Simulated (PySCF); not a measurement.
Molfile (atoms numbered from 1):
```
C6H15B
     RDKit          3D

 22 21  0  0  0  0  0  0  0  0999 V2000
   -0.9566    2.1980   -0.1431 C   0  0  0  0  0  0  0  0  0  0  0  0
   -0.1958    1.3876    0.9179 C   0  0  0  0  0  0  0  0  0  0  0  0
   -0.0202   -0.0883    0.3822 B   0  0  0  0  0  0  0  0  0  0  0  0
    1.1560   -0.4824   -0.5912 C   0  0  0  0  0  0  0  0  0  0  0  0
    2.2709    0.5227   -0.8457 C   0  0  0  0  0  0  0  0  0  0  0  0
   -1.0986   -1.1619    0.7983 C   0  0  0  0  0  0  0  0  0  0  0  0
   -1.1578   -2.4887    0.0538 C   0  0  0  0  0  0  0  0  0  0  0  0
   -1.9505    1.7674   -0.3463 H   0  0  0  0  0  0  0  0  0  0  0  0
   -0.4150    2.2282   -1.1023 H   0  0  0  0  0  0  0  0  0  0  0  0
   -1.1133    3.2409    0.1743 H   0  0  0  0  0  0  0  0  0  0  0  0
   -0.7662    1.4107    1.8621 H   0  0  0  0  0  0  0  0  0  0  0  0
    0.7757    1.8733    1.1102 H   0  0  0  0  0  0  0  0  0  0  0  0
    0.6626   -0.7665   -1.5439 H   0  0  0  0  0  0  0  0  0  0  0  0
    1.5714   -1.4471   -0.2411 H   0  0  0  0  0  0  0  0  0  0  0  0
    3.0175    0.1471   -1.5629 H   0  0  0  0  0  0  0  0  0  0  0  0
    1.8809    1.4704   -1.2493 H   0  0  0  0  0  0  0  0  0  0  0  0
    2.8092    0.7704    0.0831 H   0  0  0  0  0  0  0  0  0  0  0  0
   -2.0924   -0.6757    0.8198 H   0  0  0  0  0  0  0  0  0  0  0  0
   -0.8860   -1.3363    1.8751 H   0  0  0  0  0  0  0  0  0  0  0  0
   -0.1946   -3.0215    0.0922 H   0  0  0  0  0  0  0  0  0  0  0  0
   -1.9203   -3.1675    0.4669 H   0  0  0  0  0  0  0  0  0  0  0  0
   -1.3976   -2.3420   -1.0117 H   0  0  0  0  0  0  0  0  0  0  0  0
  1  2  1  0
  2  3  1  0
  3  4  1  0
  4  5  1  0
  3  6  1  0
  6  7  1  0
  1  8  1  0
  1  9  1  0
  1 10  1  0
  2 11  1  0
  2 12  1  0
  4 13  1  0
  4 14  1  0
  5 15  1  0
  5 16  1  0
  5 17  1  0
  6 18  1  0
  6 19  1  0
  7 20  1  0
  7 21  1  0
  7 22  1  0
M  END
```

PySCF 2.14 calculation with shieldings: GIAO PBE0/pcSseg-1 and geometry: PBE0-D3(BJ)/def2-SVP; relativity neglected, isolated molecule, fast rotation and ring inversion assumed for equivalent nuclei, one conformer.

Shifts are taken against calculated references (same method and geometry level): TMS for ¹³C (184.41 ppm) and ¹H (31.27 ppm); ¹¹B (100.73 ppm) against BF3·OEt2.

```tsv
atoms	nucleus	count	Hirshfeld charge	δ (ppm)
C1/C5/C7	¹³C	3	-0.11	?
H8/H9/H10/H15/H16/H17/H20/H21/H22	¹H	9	0.04	0.97
B3	¹¹B	1	0.20	88.5
H11/H12/H13/H14/H18/H19	¹H	6	0.04	1.23
C2/C4/C6	¹³C	3	-0.14	?
```

Problem. Estimate the values marked ?.

Solution. 
- C2/C4/C6: 21.8 ppm, sp3 CH2 bonded to B
- C1/C5/C7: 9.6 ppm, methyl carbon; aliphatic region, no heteroatom directly attached

A carbon bonded to boron is broadened by the quadrupolar boron nucleus and is often missing from a measured spectrum. Shifts are as computed. Against solution values, carbons near 30 ppm lie about +2 ppm off and those near 130 ppm about +4 ppm. Of 246 compounds with measured shifts, 49 miss one by over three times the rms of a fit or turn the order of signals round; such compounds aren't used in these exercises.
